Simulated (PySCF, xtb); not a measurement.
C₁₀H₁₂N₂, SMILES Cn1cccc1-c1cccn1C.

GFN2-xTB in xtb at its own geometry gives an orbital gap of 3.75 eV and a dipole moment of 1.67 D.

Geometry optimised at B3LYP-D3(BJ)/def2-SVP. The values are those of a single conformer.

Problem. What does PBE/def2-SVP run with PySCF give? (Estimate from the structure and the level; the computed values follow.)

Solution. gap 3.80 eV (levels -4.33 and -0.53 eV), dipole 1.49 D.
